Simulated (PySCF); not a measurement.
Species: `c1c(CO)ccc(F)c1`. The columns A, B, C and D hold Mulliken, IAO, Hirshfeld and ESP-fitted charges (e) of one PBE0/pcSseg-1 density (PySCF), in a shuffled order. Coordinates in Å (GFN2-xTB); the density's dipole moment is (-0.40, 0.62, -0.90) D.

| atom | x | y | z | A | B | C | D |
| --- | --- | --- | --- | --- | --- | --- | --- |
| O1 | -2.638 | 0.121 | 0.986 | -0.545 | -0.604 | -0.238 | -0.450 |
| C2 | -2.047 | -0.353 | -0.207 | -0.051 | +0.187 | 0.000 | +0.189 |
| C3 | -0.548 | -0.183 | -0.201 | -0.028 | -0.139 | -0.011 | -0.329 |
| C4 | 0.282 | -1.197 | 0.259 | -0.138 | -0.094 | -0.040 | +0.011 |
| C5 | 1.653 | -1.020 | 0.310 | -0.190 | -0.351 | -0.064 | -0.135 |
| C6 | 2.183 | 0.190 | -0.099 | +0.296 | +0.470 | +0.089 | +0.326 |
| F7 | 3.519 | 0.371 | -0.051 | -0.271 | -0.225 | -0.087 | -0.285 |
| C8 | 1.382 | 1.221 | -0.556 | -0.191 | -0.388 | -0.067 | -0.133 |
| C9 | 0.014 | 1.025 | -0.601 | -0.152 | -0.060 | -0.047 | -0.017 |
| H10 | -2.379 | 1.040 | 1.116 | +0.346 | +0.401 | +0.158 | +0.227 |
| H11 | -2.316 | -1.410 | -0.261 | +0.153 | +0.084 | +0.049 | +0.116 |
| H12 | -2.479 | 0.165 | -1.077 | +0.122 | +0.010 | +0.034 | +0.104 |
| H13 | -0.149 | -2.133 | 0.580 | +0.158 | +0.168 | +0.056 | +0.083 |
| H14 | 2.310 | -1.801 | 0.659 | +0.171 | +0.193 | +0.058 | +0.110 |
| H15 | 1.829 | 2.151 | -0.868 | +0.170 | +0.202 | +0.057 | +0.109 |
| H16 | -0.624 | 1.821 | -0.959 | +0.150 | +0.147 | +0.051 | +0.075 |

Problem. Which column most likely holds the ESP-fitted charges?

Solution. B. Σ q r misses the density's dipole by 0.08 D (B), 0.62 D (C), 1.10 D (A), 1.86 D (D). Charges fitted to the outside potential are the only set here that is tied to the molecule's multipoles.

Problem. And the Hirshfeld charges?

Solution. C. The mean sizes are 0.069 e (C), 0.169 e (D), 0.196 e (A), 0.233 e (B), and Hirshfeld charges are commonly the smallest of these schemes.

As computed, A = IAO, B = ESP-fitted, C = Hirshfeld, D = Mulliken. Hydrogens on carbon: IAO +0.12 to +0.17, ESP-fitted +0.01 to +0.20, Hirshfeld +0.03 to +0.06, Mulliken +0.08 to +0.12 e.

The Hirshfeld scheme weights the molecular density at each point by an atom's share of the summed free-atom densities. The IAO scheme counts the electrons in orthogonalised intrinsic atomic orbitals, a minimal basis polarised so that it spans the occupied orbitals exactly.

Geometry: GFN2-xTB, one conformer, isolated molecule.

The values belong to the conformer `[OH:1][CH2:2][c:3]1[cH:4][cH:5][c:6]([F:7])[cH:8][cH:9]1`: O1–C2–C3–C4 92°, H–O1–C2–C3 56°.
